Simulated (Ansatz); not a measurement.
One change: `C[SiH](F)[SiH2]O` becomes `C[SiH](N)[SiH2]O`.

Ansatz, PBE0-D4/def2-TZVP geometries, multiplicity 1. Each molecule was computed in one conformer, which needn't be the lowest.

| property | `C[SiH](F)[SiH2]O` |
| --- | --- |
| LUMO energy (ωB97M-V/def2-TZVPP) / eV | 1.02 |
| HOMO–LUMO gap (B3LYP/def2-TZVPP) / eV | 6.55 |
| LUMO energy (PBE/def2-TZVPP) / eV | -1.55 |
| HOMO–LUMO gap (PBE0/def2-TZVPP) / eV | 6.94 |
| zero-point energy (PBE0-D4/def2-TZVP) / kJ/mol | 209.7 |
| size of the dipole moment (B3LYP/def2-TZVPP) / D | 0.71 |

(1) What does the change do to each property? (Estimate.)

## Answers

(1) Computed: 
```json
{"property": "LUMO energy (ωB97M-V/def2-TZVPP) / eV", "`C[SiH](N)[SiH2]O`": "1.35", "shift": "0.33"}
{"property": "HOMO–LUMO gap (B3LYP/def2-TZVPP) / eV", "`C[SiH](N)[SiH2]O`": "6.58", "shift": "0.03"}
{"property": "LUMO energy (PBE/def2-TZVPP) / eV", "`C[SiH](N)[SiH2]O`": "-1.10", "shift": "0.45"}
{"property": "HOMO–LUMO gap (PBE0/def2-TZVPP) / eV", "`C[SiH](N)[SiH2]O`": "6.98", "shift": "0.04"}
{"property": "zero-point energy (PBE0-D4/def2-TZVP) / kJ/mol", "`C[SiH](N)[SiH2]O`": "272.9", "shift": "63.2"}
{"property": "size of the dipole moment (B3LYP/def2-TZVPP) / D", "`C[SiH](N)[SiH2]O`": "2.87", "shift": "2.16"}
```

The zero-point energy changes by 63.2 kJ/mol with +6 modes. Dipoles are sizes alone; their direction can turn.

B3LYP here is the variant with VWN-RPA as its local correlation; programs differ in this.
